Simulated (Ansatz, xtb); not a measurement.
# Two isomers of C6H10N2

Structure I is `[H]/N=C1\C=CCC[C@@H]1N`, a singlet and structure II is `NC1=CCC=C[C@@H]1N`, a singlet. Both are isolated molecules in the gas phase, relaxed with r2SCAN-D4/def2-SVP; the shapes shown needn't be the lowest conformers.

I (Å):

```tsv
atom	x (Å)	y (Å)	z (Å)
C	-0.0391	0.3792	1.6468
C	1.1477	0.9675	1.0097
C	1.6550	0.4911	-0.1463
C	1.0366	-0.6470	-0.8991
C	-0.4020	-0.9152	-0.4639
C	-0.5337	-0.9444	1.0596
N	-0.6581	0.8679	2.6594
N	-1.8724	-1.3254	1.4626
H	-0.1999	1.7372	2.9620
H	1.6205	1.8204	1.5128
H	2.5600	0.9482	-0.5652
H	1.6580	-1.5524	-0.7424
H	1.0911	-0.4490	-1.9840
H	-0.7751	-1.8663	-0.8746
H	-1.0571	-0.1143	-0.8571
H	0.1695	-1.7177	1.4380
H	-2.5166	-0.6151	1.1041
H	-1.9310	-1.2001	2.4760
```

II (Å):

```yaml
atoms:
  - { symbol: C, position_ang: [0.4326, 0.2069, 0.3727] }
  - { symbol: C, position_ang: [0.5216, -0.9740, -0.2796] }
  - { symbol: C, position_ang: [0.7523, -1.0951, -1.7537] }
  - { symbol: C, position_ang: [0.9757, 0.2179, -2.4326] }
  - { symbol: C, position_ang: [0.8829, 1.3941, -1.7960] }
  - { symbol: C, position_ang: [0.5832, 1.5414, -0.3302] }
  - { symbol: N, position_ang: [0.1472, 0.3570, 1.7214] }
  - { symbol: N, position_ang: [1.5808, 2.3482, 0.4011] }
  - { symbol: H, position_ang: [0.6166, 1.1756, 2.1074] }
  - { symbol: H, position_ang: [0.2834, -0.4757, 2.2855] }
  - { symbol: H, position_ang: [0.3954, -1.9033, 0.2893] }
  - { symbol: H, position_ang: [1.6153, -1.7612, -1.9616] }
  - { symbol: H, position_ang: [-0.0995, -1.6112, -2.2472] }
  - { symbol: H, position_ang: [1.2151, 0.1976, -3.5027] }
  - { symbol: H, position_ang: [1.0426, 2.3293, -2.3485] }
  - { symbol: H, position_ang: [-0.3782, 2.0816, -0.2052] }
  - { symbol: H, position_ang: [2.5129, 1.9952, 0.1716] }
  - { symbol: H, position_ang: [1.5554, 3.3133, 0.0701] }
```

Quicker runs give these differences E(II) − E(I): GFN2-xTB +19.0 kJ/mol; HF/STO-3G +44.1 kJ/mol (at GFN2-xTB geometries); r2SCAN-D4/def2-SVP//GFN2-xTB +14.2 kJ/mol.

Estimate E(II) − E(I) at the level CCSD(T)/def2-SVP + ΔMP2/def2-TZVPP.

Calculated at CCSD(T)/def2-SVP + ΔMP2/def2-TZVPP: E(II) − E(I) = +20.4 kJ/mol, so structure I lies lower.

Level by level:

```
                             level            geometry  E(II) − E(I) (kJ/mol)  departure from the last row (kJ/mol)  job, with rough time for the two
                          GFN2-xTB            GFN2-xTB                   +19.0                                  −1.4              optimisation, 0.14 s
                         HF/STO-3G            GFN2-xTB                   +44.1                                 +23.6              single point, 0.72 s
      r2SCAN-D4/def2-SVP//GFN2-xTB            GFN2-xTB                   +14.2                                  −6.2                single point, 10 s
                r2SCAN-D4/def2-SVP  r2SCAN-D4/def2-SVP                   +15.2                                  −5.2                optimisation, 93 s
                       HF/def2-SVP  r2SCAN-D4/def2-SVP                   +19.0                                  −1.4           part of the CCSD(T) run
                      MP2/def2-SVP  r2SCAN-D4/def2-SVP                   +25.6                                  +5.2           part of the CCSD(T) run
                  CCSD(T)/def2-SVP  r2SCAN-D4/def2-SVP                   +28.8                                  +8.3                      single point
CCSD(T)/def2-SVP + ΔMP2/def2-TZVPP  r2SCAN-D4/def2-SVP                   +20.4                                                   single point, 5.3 min
```

As drawn, II has 1 C–N, 1 C=C, 1 N–H in place of 1 C=N, 1 C–C, 1 C–H.

None of the levels shown reverses the order. The largest departure from CCSD(T)/def2-SVP + ΔMP2/def2-TZVPP is that of HF/STO-3G, 23.6 kJ/mol. The last row adds to CCSD(T) the change of the MP2 difference between the two basis sets, here −8.3 kJ/mol.

With thermal terms from frequencies at re-optimised GFN2-xTB minima (ideal gas, soft modes damped towards free rotors, one conformer each, 298.15 K, 1 atm): the zero-point term adds −2.4 kJ/mol; ΔH is +18.9 and ΔG +17.7 kJ/mol.

The correlated steps freeze 8 core orbitals. Codes used: Ansatz 0.2.0, xtb 6.7.1; the last row on 2 threads of Arm Neoverse V2 on a shared host.
